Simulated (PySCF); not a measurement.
CH5AlOS, SMILES [CH3][Al]([OH])[SH].

The structure is a stationary point at PBE0-D3(BJ)/def2-SVP. The values are those of a single conformer.

Computed with PySCF with B3LYP/def2-TZVP.

Computed frontier levels, gap, dipole moment and polarisability:
The highest occupied level comes out as -7.20 eV. The lowest empty level comes out as -0.45 eV and the orbital gap is 6.75 eV. The dipole moment is 2.34 D and the quadrupole, principal values (traceless, Buckingham form, about the centre of nuclear charge) is -1.98, 0.39, 1.59 D·Å. The mean static polarisability is 59.7 bohr³ (8.84 Å³) and the polarisability, principal values comes out as 48.2, 58.4, 72.4 bohr³.
